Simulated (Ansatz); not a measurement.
C$_{3}$H$_{6}$OSe, SMILES `CC1OC[Se]1`, charge 0, multiplicity 1.

(1) Give a relaxed structure at PBE0-D4/def2-TZVP (the Gaussian-basis code of Ansatz). (Estimate.)

Answers

(1) The calculation gave: 
Cartesian coordinates in Å:
```
C -0.723 0.660 -1.294
C 0.254 0.472 -0.177
O 0.655 -0.882 -0.026
C 0.539 -1.071 1.367
Se -0.445 0.610 1.681
H -1.036 1.705 -1.350
H -1.602 0.032 -1.148
H -0.248 0.393 -2.244
H 1.126 1.126 -0.285
H 1.509 -1.074 1.870
H -0.028 -1.971 1.607
```
This is one stationary point; other conformers may exist.
